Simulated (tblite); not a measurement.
Compound: C₄H₁₇NSi₃.
Cartesian coordinates in Å at the GFN2-xTB level; atoms count from 1:
```
atom  x, y, z in Å
C1    -0.9375   -1.4267    0.8890
C2    -1.4402   -0.2716    0.0241
C3    -2.6870   -0.7251   -0.7375
Si4   -1.8698    1.2342    1.1284
C5    -0.3572    0.0887   -1.0062
N6     0.8689    0.5348   -0.4005
Si7    2.4165   -0.1423   -0.6871
Si8    3.8210    0.7385    0.9012
H9    -0.7455   -2.3080    0.2764
H10   -1.6736   -1.6917    1.6456
H11   -0.0106   -1.1525    1.3874
H12   -3.0789    0.0773   -1.3601
H13   -3.4690   -1.0344   -0.0471
H14   -2.4510   -1.5703   -1.3846
H15   -2.1449    2.3929    0.2724
H16   -3.0668    0.9086    1.9066
H17   -0.7771    1.5519    2.0507
H18   -0.7508    0.8542   -1.6909
H19   -0.1205   -0.7947   -1.6060
H20    0.7758    1.4377    0.0353
H21    2.2417   -1.6013   -0.5919
H22    2.8783    0.0816   -2.0764
H23    3.6528    0.1574    2.2370
H24    5.2173    0.4954    0.5316
H25    3.6972    2.1894    1.0902
```

Computed with GFN2-xTB (tblite): harmonic, unscaled wavenumbers at the GFN2-xTB geometry, gas phase. Errors from tens to a few hundred cm⁻¹ against measured bands are possible. Modes of hydrogen on silicon can be 10 to 20 % off. One conformer, not necessarily the lowest.

Harmonic wavenumbers (cm⁻¹): 25.5, 30.9, 33.8, 48.3, 113.0, 128.2, 194.4, 205.7, 219.9, 243.6, 260.6, 294.8, 334.1, 357.2, 385.5, 395.3, 439.2, 467.9, 484.7, 496.4, 550.1, 566.5, 596.7, 619.0, 716.4, 775.9, 785.6, 798.8, 805.0, 817.6, 826.7, 850.6, 862.8, 899.6, 946.3, 969.3, 994.7, 1025.2, 1146.7, 1163.3, 1182.6, 1212.3, 1262.1, 1335.4, 1385.4, 1409.0, 1425.0, 1490.3, 1497.3, 1506.2, 1509.3, 1514.8, 2082.1, 2166.6, 2208.5, 2226.1, 2239.2, 2241.5, 2251.8, 2260.4, 2857.9, 2949.8, 2992.7, 2997.3, 3015.8, 3020.2, 3026.5, 3033.9, 3465.1.

A = 2025, B = 521.9, C = 473.5 MHz; mass 163.067 u (most abundant isotopes); point group C1, symmetry number 1.

**Question.** Zero-point energy?

**Answer.** Half the sum of the wavenumbers: 41820 cm⁻¹ = 119.57 kcal/mol.

**Question.** Give the ideal-gas entropy at 350 K and 1 bar in the rigid-rotor, harmonic-oscillator model (classical rotation).

**Answer.** Translation 42.00, rotation 31.32, vibration 59.92: S = 133.2 cal/(mol K).

**Question.** And Cp and H(350 K) − H(0)?

**Answer.** Cp = 62.70 cal/(mol K), of which vibrations give 54.75 (their classical limit is 69 R = 137.1); H(350 K) − H(0) = 12.98 kcal/mol without the zero-point energy, 10.20 from vibrations.

**Question.** Blend soft modes into free rotors: weight 1/[1 + (100 cm⁻¹/ν̃)⁴] for the oscillator and the rest for a rotor with moment μB/(μ + B), μ = h/(8π²ν), B = 10⁻⁴⁴ kg m². What vibrational entropy results?

**Answer.** 52.38 cal/(mol K) in place of 59.92, which changes −T·S at 350 K by +2.64 kcal/mol.

**Question.** Which modes carry the vibrational entropy at 350 K?

**Answer.** 25.5 cm⁻¹: 6.47; 30.9 cm⁻¹: 6.09; 33.8 cm⁻¹: 5.91; 48.3 cm⁻¹: 5.20; 113.0 cm⁻¹: 3.53; 128.2 cm⁻¹: 3.28 cal/(mol K); the other 63 give 29.43 together.

Hindered rotation and anharmonicity are outside this model. Other conformers, if any are populated, would add a mixing term that is left out. The structure is chiral; the term R ln 2 for an equal mix with its mirror image is left out.
